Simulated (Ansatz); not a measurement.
Ansatz results at the PBE0-D4/def2-TZVP geometry: LUMO energy (B3LYP/def2-TZVPP) 0.60 eV; size of the dipole moment (B3LYP/def2-TZVPP) 2.00 D; HOMO–LUMO gap (ωB97M-V/def2-TZVPP) 11.48 eV.

Each molecule was computed in one conformer, which needn't be the lowest.

**Question.** Which molecule gave them?
A. `N=C(N)BO`
B. `[Br][SbH][Br]`
C. `NB1NCO1`
D. `N=C(O)BN`

**Answer.** C. The others give `N=C(N)BO`: -1.21, 3.17, 10.25; `N=C(O)BN`: -1.19, 2.56, 11.27; `[Br][SbH][Br]`: -2.34, 2.48, 9.48.

B3LYP here is the variant with VWN-RPA as its local correlation; programs differ in this.
